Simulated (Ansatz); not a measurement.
# Relaxing a trial structure of AlH3InNSi

The starting geometry of this gas-phase singlet was optimised with GFN2-xTB.

```xyz
7

Al    0.0572    0.4632    1.5635
In   -0.2232   -2.5148    4.0710
N    -0.5659   -0.8429    2.5923
Si   -2.2446   -1.1878    2.6716
H     0.4647    0.2443    0.0791
H     0.3205    1.8980    2.1033
H    -2.8856   -0.1797    1.7251
```

Q: Where would you expect an optimisation with BLYP-D3(BJ)/def2-SVP to take it?

A: It rearranges, giving a structure with H7 bridging Al1 and Si4, given below by its coordinates. Distances that change by over a tenth: Si4–H7 (1.52 → 1.73 Å). Contacts that open: In2–Si4 (2.79 → 3.62 Å). Contacts that close: Al1–Si4 (3.04 → 2.64 Å), Al1–H7 (3.02 → 1.83 Å).

The energy falls by 0.52 eV over 16 steps:

```json
{"step": "1", "E − E(last) (eV)": "0.525"}
{"step": "3", "E − E(last) (eV)": "0.411"}
{"step": "4", "E − E(last) (eV)": "0.407"}
{"step": "6", "E − E(last) (eV)": "0.384"}
{"step": "8", "E − E(last) (eV)": "0.227"}
{"step": "9", "E − E(last) (eV)": "0.085"}
{"step": "11", "E − E(last) (eV)": "0.004"}
{"step": "13", "E − E(last) (eV)": "0.000"}
{"step": "14", "E − E(last) (eV)": "0.000"}
{"step": "16", "E − E(last) (eV)": "0.000"}
```

Final geometry (Å):

```yaml
atoms:
  - { symbol: Al, position_ang: [-0.3561, 0.3453, 1.6103] }
  - { symbol: In, position_ang: [0.4643, -2.4004, 4.0272] }
  - { symbol: N, position_ang: [-0.7978, -1.1093, 2.7863] }
  - { symbol: Si, position_ang: [-2.4721, -0.9672, 2.4726] }
  - { symbol: H, position_ang: [0.2521, -0.0695, 0.1936] }
  - { symbol: H, position_ang: [0.0068, 1.7268, 2.3236] }
  - { symbol: H, position_ang: [-2.1740, 0.3547, 1.3923] }
```

Frequencies at the end are all real (lowest 81 cm⁻¹). Atoms past krypton carry core potentials, without spin–orbit terms. Run with Ansatz 0.2.0, 87 s on 1 thread of AMD EPYC (Zen 3), on a shared host.
